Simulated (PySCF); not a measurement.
N,N-disilylpropan-2-amine (C₃H₁₃NSi₂), SMILES CC(N([SiH3])[SiH3])C.

The structure is a stationary point at B3LYP-D3(BJ)/def2-SVP. Other conformers were not sampled.

The numbers are results of B3LYP-D3(BJ)/def2-SVP run with PySCF, not measurements.

Frequencies are harmonic and unscaled.

Give all harmonic wavenumbers and intensities. (Estimate from the structure and the level; the computed values follow.)


| mode | ν (cm⁻¹) | IR (km/mol) | moving atoms (share of kinetic energy) |
|---|---|---|---|
| 1 | 52 | 0.0 | C 44 %, H 31 %, Si 22 % |
| 2 | 99 | 0.1 | H 84 % |
| 3 | 119 | 0.1 | H 88 % |
| 4 | 168 | 0.9 | H 50 %, C 23 %, N 21 % |
| 5 | 192 | 0.1 | Si 43 %, H 29 %, C 20 %, N 8 % |
| 6 | 220 | 0.1 | Si 46 %, H 26 %, C 23 % |
| 7 | 252 | 0.1 | H 93 % |
| 8 | 283 | 0.1 | H 93 % |
| 9 | 352 | 0.7 | H 38 %, C 33 %, Si 22 % |
| 10 | 420 | 1.7 | C 33 %, H 33 %, N 31 % |
| 11 | 462 | 3.0 | C 47 %, H 36 %, Si 15 % |
| 12 | 562 | 2.5 | Si 39 %, H 31 %, C 24 % |
| 13 | 658 | 2.1 | H 82 %, Si 15 % |
| 14 | 706 | 0.3 | H 90 %, Si 10 % |
| 15 | 719 | 53.4 | H 73 %, N 13 % |
| 16 | 732 | 48.4 | H 75 %, C 10 %, Si 9 % |
| 17 | 877 | 12.9 | C 52 %, H 38 %, N 8 % |
| 18 | 924 | 2.9 | H 84 %, C 16 % |
| 19 | 932 | 29.5 | H 95 % |
| 20 | 937 | 246.8 | H 90 % |
| 21 | 943 | 126.9 | H 74 %, C 18 % |
| 22 | 949 | 193.0 | H 81 %, C 12 % |
| 23 | 969 | 222.7 | H 70 %, N 18 %, Si 9 % |
| 24 | 978 | 158.7 | H 94 % |
| 25 | 1004 | 15.4 | H 68 %, N 25 % |
| 26 | 1014 | 59.3 | H 90 % |
| 27 | 1044 | 129.2 | N 53 %, H 29 %, C 13 % |
| 28 | 1148 | 9.8 | C 56 %, H 43 % |
| 29 | 1177 | 107.6 | C 44 %, H 32 %, N 23 % |
| 30 | 1195 | 29.3 | C 52 %, H 43 % |
| 31 | 1343 | 4.8 | H 73 %, C 27 % |
| 32 | 1389 | 12.4 | H 75 %, C 25 % |
| 33 | 1395 | 5.6 | H 81 %, C 16 % |
| 34 | 1411 | 24.7 | H 79 %, C 19 % |
| 35 | 1456 | 0.5 | H 97 % |
| 36 | 1464 | 0.3 | H 95 % |
| 37 | 1473 | 6.4 | H 96 % |
| 38 | 1480 | 3.8 | H 95 % |
| 39 | 2187 | 133.1 | H 96 % |
| 40 | 2195 | 178.3 | H 96 % |
| 41 | 2200 | 178.7 | H 98 % |
| 42 | 2213 | 43.5 | H 98 % |
| 43 | 2238 | 1.5 | H 97 % |
| 44 | 2253 | 189.5 | H 97 % |
| 45 | 2994 | 21.4 | H 92 % |
| 46 | 3026 | 14.2 | H 97 % |
| 47 | 3032 | 14.6 | H 97 % |
| 48 | 3105 | 11.2 | H 91 %, C 9 % |
| 49 | 3114 | 36.5 | H 91 %, C 9 % |
| 50 | 3123 | 16.5 | H 90 %, C 10 % |
| 51 | 3127 | 18.1 | H 90 %, C 10 % |
